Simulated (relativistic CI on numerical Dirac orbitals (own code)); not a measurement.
# Energy levels of Lu50+

Calculated at this level of theory: Dirac-Coulomb-Breit CI, separate exchange-only KLI orbitals for each configuration, model QED (radiative potential, 1s self-energy scaled to tabulated hydrogen-like ionisation energies), unscaled Slater integrals (own radial code, finite nucleus).

Configuration list (outside the closed core [Ne]): 3s2.3p6.3d3, 3s2.3p5.3d4, 3s.3p6.3d4, 3s2.3p6.3d2.4s, 3s2.3p6.3d2.4p, 3s2.3p6.3d2.4d, 3s2.3p5.3d3.4s, 3s2.3p6.3d2.4f, 3s2.3p5.3d3.4p, 3s.3p6.3d3.4s, 3p6.3d4.4p, 3s.3p6.3d3.4p, 3s2.3p6.3d.4s.4p, 3s2.3p6.3d2.5s, 3s.3p6.3d3.4d, 3s2.3p6.3d2.5p, 3s2.3p6.3d.4p.4d, 3s2.3p6.3d2.5f, 3s.3p6.3d2.4s.4p, 3p6.3d5, 3p5.3d6, 3p5.3d5.4s, 3p6.3d4.4s, 3p5.3d4.4s2, 3s2.3p6.3d.4s2, 3s2.3p6.4s2.4p, 3s2.3p6.4s2.4d, 3s2.3p6.3d.4p2, 3s2.3p6.4s.4p2, 3s2.3p6.4p3, 3s2.3p6.4p2.4d, 3s2.3p5.3d.4s.4p2. Double excitations out of closed p, d and f shells are left out; levels of such configurations are missing from the list, as are those of other unlisted configurations, and high levels can miss mixing partners. These lack a partner that the ground configuration has and come out too high: 3s2.3p5.3d3.4p.

The lowest level is 3s2.3p6.3d3 4F_3/2, with 46 % of that term; Hund's rules for 3s2.3p6.3d3 give 4F with J = 3/2, in agreement.

| No. | Configuration | Term | J | E (eV) | % | Lifetime (s) | jj configuration (%) |
| --- | --- | --- | --- | --- | --- | --- | --- |
| 1 | 3s2.3p6.3d3 | 4F | 3/2 | 0.000 | 46 |  | 3d3/2^3 (98) |
| 2 | 3s2.3p6.3d3 | 4F | 5/2 | 52.253 | 83 | 5.55e-07 | 3d3/2^2 3d5/2 (99) |
| 3 | 3s2.3p6.3d3 | 4P | 3/2 | 58.707 | 39 | 6.78e-07 | 3d3/2^2 3d5/2 (98) |
| 4 | 3s2.3p6.3d3 | 2G | 7/2 | 61.979 | 49 | 1.55e-04 | 3d3/2^2 3d5/2 (96) |
| 5 | 3s2.3p6.3d3 | 2H | 9/2 | 62.094 | 45 | 1.60e+02 | 3d3/2^2 3d5/2 (99) |
| 6 | 3s2.3p6.3d3 | 4P | 1/2 | 63.956 | 58 | 1.81e-06 | 3d3/2^2 3d5/2 (100) |
| 7 | 3s2.3p6.3d3 | 2D | 5/2 | 86.251 | 41 | 4.52e-06 | 3d3/2^2 3d5/2 (94) |
| 8 | 3s2.3p6.3d3 | 4F | 7/2 | 113.346 | 64 | 3.00e-07 | 3d3/2 3d5/2^2 (98) |
| 9 | 3s2.3p6.3d3 | 4F | 9/2 | 117.637 | 51 | 5.13e-07 | 3d3/2 3d5/2^2 (97) |
| 10 | 3s2.3p6.3d3 | 4P | 3/2 | 123.053 | 41 | 2.47e-07 | 3d3/2 3d5/2^2 (99) |
| 11 | 3s2.3p6.3d3 | 2P | 1/2 | 125.949 | 58 | 3.86e-07 | 3d3/2 3d5/2^2 (100) |
| 12 | 3s2.3p6.3d3 | 2H | 11/2 | 127.002 | 100 | 1.27e-06 | 3d3/2 3d5/2^2 (100) |
| 13 | 3s2.3p6.3d3 | 2D | 5/2 | 127.792 | 44 | 4.87e-07 | 3d3/2 3d5/2^2 (94) |
| 14 | 3s2.3p6.3d3 | 2F | 5/2 | 135.755 | 43 | 7.63e-07 | 3d3/2 3d5/2^2 (97) |
| 15 | 3s2.3p6.3d3 | 2F | 7/2 | 136.618 | 80 | 9.58e-07 | 3d3/2 3d5/2^2 (98) |
| 16 | 3s2.3p6.3d3 | 2D | 3/2 | 156.121 | 75 | 4.62e-07 | 3d3/2 3d5/2^2 (94) |
| 17 | 3s2.3p6.3d3 | 2G | 9/2 | 178.629 | 51 | 2.51e-07 | 3d5/2^3 (98) |
| 18 | 3s2.3p6.3d3 | 2D | 3/2 | 193.040 | 47 | 2.37e-07 | 3d5/2^3 (94) |
| 19 | 3s2.3p6.3d3 | 2D | 5/2 | 203.233 | 60 | 1.88e-07 | 3d5/2^3 (96) |
| 20 | 3p5.3d4(3P) | 4P° | 3/2 | 270.317 | 21 | 1.56e-10 | 3p3/2^3 3d3/2^4 (95) |
| 21 | 3p5.3d4(5D) | 6D° | 5/2 | 316.080 | 29 | 1.14e-10 | 3p3/2^3 3d3/2^3 3d5/2 (94) |
| 22 | 3p5.3d4(5D) | 4P° | 1/2 | 323.894 | 28 | 5.15e-11 | 3p3/2^3 3d3/2^3 3d5/2 (96) |
| 23 | 3p5.3d4(3P) | 2D° | 3/2 | 325.926 | 25 | 1.61e-10 | 3p3/2^3 3d3/2^3 3d5/2 (96) |
| 24 | 3p5.3d4(3D) | 4D° | 7/2 | 326.055 | 22 | 9.96e-11 | 3p3/2^3 3d3/2^3 3d5/2 (89) |
| 25 | 3p5.3d4(3F) | 4F° | 9/2 | 326.709 | 29 | 1.46e-10 | 3p3/2^3 3d3/2^3 3d5/2 (93) |
| 26 | 3p5.3d4(3F) | 4G° | 11/2 | 331.611 | 33 | 2.08e-10 | 3p3/2^3 3d3/2^3 3d5/2 (96) |
| 27 | 3p5.3d4(1G) | 2G° | 7/2 | 332.999 | 22 | 1.01e-10 | 3p3/2^3 3d3/2^3 3d5/2 (94) |
| 28 | 3p5.3d4(5D) | 4F° | 5/2 | 338.459 | 28 | 8.19e-11 | 3p3/2^3 3d3/2^3 3d5/2 (94) |
| 29 | 3p5.3d4(3F) | 4D° | 3/2 | 340.117 | 23 | 1.27e-10 | 3p3/2^3 3d3/2^3 3d5/2 (88) |
| 30 | 3p5.3d4(3F) | 4D° | 5/2 | 344.671 | 26 | 1.45e-10 | 3p3/2^3 3d3/2^3 3d5/2 (90) |

Energies count from the lowest computed level; ° marks odd parity; lifetimes are radiative, by E1, M1, E2, M2, E3 decay to levels of this space only. Percentages are summed over parent terms; the parents shown are those of the largest component, closed shells are left out there. Filled j subshells are mostly left out of the jj labels.

The mean weight of the leading LS term, summed over parents, in these 30 levels is 45 %, and that of the leading jj configuration (from the same eigenvectors) 96 %, so jj coupling describes them better and the LS labels are nominal.

At this charge energies of transitions that change n are usually good to better than 1 %, and those within a shell (Δn = 0) to a few per cent.

LS names give the leading component of a level, which can be under half, so a name can repeat, a term be missing and a line seem to break the LS rules.
